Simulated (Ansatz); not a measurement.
Reaction (SMILES): Br (HBr) → Br atom + H atom
B3LYP-D3(BJ)/def2-TZVP geometries, fixed; electronic energies without zero-point terms.

The bond dissociation energy at CCSD(T) with Ansatz (a program for electronic structure), in kcal/mol, split into its Hartree-Fock and correlation parts. Cores are frozen (with 3d on Ga to Br). Open shells are unrestricted. No added dispersion term, no relativity. Functions are those of the species that has most.

| basis | X | functions | Hartree-Fock | CCSD(T) |
|---|---|---|---|---|
| aug-cc-pVDZ | 2 | 45 | 65.02 | 88.95 |
| aug-cc-pVTZ | 3 | 82 | 64.89 | 91.85 |
| aug-cc-pVQZ | 4 | 139 | 65.02 | 92.90 |
| aug-cc-pV5Z | 5 | 220 | 65.02 | 93.21 |

Worked estimate of the basis-set limit from each neighbouring pair, with Hartree-Fock from the larger set and the correlation part extrapolated as X^-3.
Correlation parts: X = 2: 23.93, X = 3: 26.96, X = 4: 27.88, X = 5: 28.19.
- (2,3): (27·(26.96) - 8·(23.93))/19 = 28.24; with Hartree-Fock 64.89 the estimate is 93.13 kcal/mol.
- (3,4): (64·(27.88) - 27·(26.96))/37 = 28.55; with Hartree-Fock 65.02 the estimate is 93.57 kcal/mol.
- (4,5): (125·(28.19) - 64·(27.88))/61 = 28.52; with Hartree-Fock 65.02 the estimate is 93.54 kcal/mol.
The last two estimates differ by 0.04 kcal/mol; the largest set lies 0.33 from the last. Over the last step Hartree-Fock moves by 0.00 and the correlation part by 0.31.
